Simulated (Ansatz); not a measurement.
Cl₂FHSi, SMILES `F[SiH](Cl)Cl`, 5 atoms. Charge 0, multiplicity 1. All runs use 2 threads of a server CPU on a shared host. Correlated methods freeze the cores. Open-shell runs search over several starts.

Question: How many basis functions does each run have, and how long does it take in Ansatz? RKS ωB97X-V/def2-TZVPP energy; UKS PBE0-D4/def2-TZVPP energy of the cation; direct RPA on PBE orbitals/def2-TZVPP energy; UKS PBE-D4/def2-TZVPP energy of the cation; RKS PBE-D4/def2-TZVPP energy and forces; RHF-CCSD(T)/def2-TZVPP energy; RKS PBE0-D4/def2-TZVP frequencies; UHF-MP2/def2-QZVPP energy of the cation; UKS ωB97M-V/def2-TZVPP energy of the cation; RKS r2SCANh-D4/def2-TZVPP energy; UHF-CCSD(T)/def2-TZVPP energy of the cation; RKS PBE0-D4/def2-QZVPP energy. (An estimate is asked.)

Answer: Computed: Other jobs shared the machine, so times are rough.

| level | job | functions | wall time | peak host memory (GiB) |
| --- | --- | --- | --- | --- |
| RKS PBE-D4/def2-TZVPP | energy and forces | 171 | 1.4 s | 0.21 |
| direct RPA on PBE orbitals/def2-TZVPP | energy | 171 | 2.4 s | 0.29 |
| RKS r2SCANh-D4/def2-TZVPP | energy | 171 | 3.2 s | 0.44 |
| RKS ωB97X-V/def2-TZVPP | energy | 171 | 4.1 s | 0.51 |
| RKS PBE0-D4/def2-QZVPP | energy | 297 | 4.5 s | 0.85 |
| UKS PBE-D4/def2-TZVPP | energy of the cation | 171 | 13 s | 0.43 |
| RHF-CCSD(T)/def2-TZVPP | energy | 171 | 21 s | 1.4 |
| UKS PBE0-D4/def2-TZVPP | energy of the cation | 171 | 28 s | 0.79 |
| UKS ωB97M-V/def2-TZVPP | energy of the cation | 171 | 43 s | 0.98 |
| RKS PBE0-D4/def2-TZVP | frequencies | 148 | 53 s | 0.36 |
| UHF-MP2/def2-QZVPP | energy of the cation | 297 | 2.9 min | 1.1 |
| UHF-CCSD(T)/def2-TZVPP | energy of the cation | 171 | 5.2 min | 3.3 |
